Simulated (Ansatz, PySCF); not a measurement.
Pair of molecules: CH3F (SMILES CF) (first 5 atoms) with CH2O2 (SMILES O=CO); geometry from B3LYP-D3(BJ)/def2-TZVP.
(charge 0, multiplicity 1):
```xyz
10

C      0.2135    -0.1638     0.4718
F      0.6490    -1.2473     1.2661
H     -0.5465    -0.5410    -0.2101
H     -0.1908     0.5944     1.1383
H      1.0763     0.2085    -0.0777
O     -0.5200     0.9562     3.5057
C     -0.1836     0.1284     4.3108
O      0.3812    -1.0448     4.0330
H     -0.3038     0.2416     5.3962
H      0.4823    -1.1333     3.0615
```

Interaction energies are E(AB) − E(A) − E(B) at the monomers' geometry in the complex; basis-set methods are counterpoise corrected. Rows marked so take none.

Rows in 6-311+G**, 6-31G* carry no dispersion term and start afresh at each structure (6-31G* with six Cartesian d functions).

Codes used: Ansatz (Gaussian basis) for Hartree–Fock, density functionals and correlated methods; PySCF for 6-311+G** rows, 6-31G* rows, the dispersion terms. Values without a source in brackets are computed.

Q: One of these levels gives -238.3 meV for the interaction energy. Name it.
A. HF/6-31G*
B. PBE0-D4/def2-TZVPPD
C. B3LYP/6-311+G** (no counterpoise)

A: A, HF/6-31G*. The others give -278.6 (B3LYP/6-311+G** (no counterpoise)), -310.8 (PBE0-D4/def2-TZVPPD)

Ansatz is a first-principles code.
